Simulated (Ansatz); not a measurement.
One geometry of Ta(NH)(OH)3 (TaNO3H4), several levels of theory.

```yaml
crystal:
  periodic: [false, false, false]
  atoms:
    - {symbol: Ta, position_ang: [-0.001159, 0.000184, -0.233885]}
    - {symbol: N, position_ang: [0.023596, 0.002680, 1.536388]}
    - {symbol: H, position_ang: [0.037354, 0.004440, 2.547617]}
    - {symbol: O, position_ang: [1.745575, 0.423608, -0.888971]}
    - {symbol: H, position_ang: [2.584992, 0.624752, -0.469944]}
    - {symbol: O, position_ang: [-1.257808, 1.307483, -0.843705]}
    - {symbol: H, position_ang: [-1.844774, 1.921172, -0.396793]}
    - {symbol: O, position_ang: [-0.522798, -1.734868, -0.848182]}
    - {symbol: H, position_ang: [-0.764989, -2.549462, -0.402525]}
basis:
  gaussian: {orbitals: def2-TZVP, initial_orbitals: start.molden}
hamiltonian: {xc: {name: B2PLYP}}
scf: {omitted_lower_state_checks: [starts]}
```

The file start.molden holds the orbitals of an earlier run on this structure, at another level or in another basis.

```sh
$ ansatz run in.yaml --threads 4 --pin off --events-out ev --progress --plain --max-ram 3916MiB
```

Shortened log:

```
Functional definition: B2PLYP
1379 factors; integrals over basis functions are off by at most 1.6e-3 eV
mean field evaluation 1: about -9236.7863 eV, gradient 9.5e0 eV
mean field evaluation 2: about -9236.9411 eV, gradient 2.7e-1 eV
mean field evaluation 4: about -9237.0972 eV, gradient 1.5e-3 eV
mean field evaluation 8: about -9237.0972 eV, gradient 1.6e-6 eV
mean field -9237.09724965 eV, -339.4570627951 hartree, gradient 1.7e-6 eV, S^2 0.000000; 0 other end points of the search recorded, 0 dependent functions left out
4 core orbitals not correlated: weight in the atoms' cores, before any rotation towards them, 1.000 or more for the frozen orbitals, at most 0.000 for the correlated occupied ones
reference -9237.09740739 eV, -339.4570685920 hartree; 20, 20 occupied and 164, 164 virtual orbitals, 1379 factors
second order -42.93647509 eV of doubles, -0.00000000 eV of singles
Total energy: -9248.69025566 eV, -339.8830979082 hartree
Checks for a lower state left out: starts
```

It took 3.7 s on 4 threads of Arm Neoverse V2 on a shared host.

The first input with `hamiltonian: {xc: {name: wB97M-V}}`, `output: {orbitals: {seedname: orbitals}}` (abridged; 7 s):

```
Functional definition: wB97M-V
mean field -9252.30524889 eV, -340.0159464591 hartree, gradient 2.1e-5 eV, S^2 0.000000
Total energy: -9252.30529721 eV, -340.0159482346 hartree
Checks for a lower state left out: starts
```

First input, but with `gaussian: {orbitals: def2-TZVPD, initial_orbitals: start.molden}`, `hamiltonian: {xc: pbe, dispersion: d4}`, `output: {orbitals: {seedname: orbitals}}` (abridged; 2.5 s):

```
Functional definition: PBE
mean field -9250.09807035 eV, -339.9348341438 hartree, gradient 2.7e-5 eV, S^2 0.000000
Total energy: -9250.28010726 eV, -339.9415238768 hartree
Checks for a lower state left out: starts
```

First input, but with `hamiltonian: {xc: r2scan, dispersion: d4}`, `output: {orbitals: {seedname: orbitals}}` (abridged; 3 s):

```
Functional definition: r2SCAN
mean field -9254.27005627 eV, -340.0881517983 hartree, gradient 1.2e-5 eV, S^2 0.000000
Total energy: -9254.31455124 eV, -340.0897869583 hartree
Checks for a lower state left out: starts
```

The first input with `hamiltonian: {xc: {name: B3LYP}, dispersion: d4}`, `output: {orbitals: {seedname: orbitals}}` (abridged; 2.1 s):

```
Functional definition: B3LYP
mean field -9257.71221713 eV, -340.2146488767 hartree, gradient 1.4e-5 eV, S^2 0.000000
Total energy: -9258.00529690 eV, -340.2254193598 hartree
Checks for a lower state left out: starts
```

First input, but with `hamiltonian: {xc: lda}`, `output: {orbitals: {seedname: orbitals}}` (abridged; 0.95 s):

```
Functional definition: SPW92
mean field -9198.24495342 eV, -338.0292672438 hartree, gradient 9.4e-6 eV, S^2 0.000000
Total energy: -9198.24499140 eV, -338.0292686394 hartree
Checks for a lower state left out: starts
```

The first input with `gaussian: {orbitals: def2-SVP, initial_orbitals: start.molden}`, `hamiltonian: {xc: pbe0, dispersion: d4}`, `output: {orbitals: {seedname: orbitals}}` (abridged; 1.1 s):

```
Functional definition: PBE0
mean field -9238.64833751 eV, -339.5140642229 hartree, gradient 5.9e-5 eV, S^2 0.000000
Total energy: -9238.80370284 eV, -339.5197737934 hartree
Checks for a lower state left out: starts
```

Geometry: PBE0-D4/def2-SVP.

In the def2 sets Ta takes a core potential; there is no spin–orbit coupling. B3LYP takes the VWN-RPA correlation. Correlated methods freeze 4 core orbitals; core or outer-core shells of Ta are correlated, in sets that lack core-valence functions.
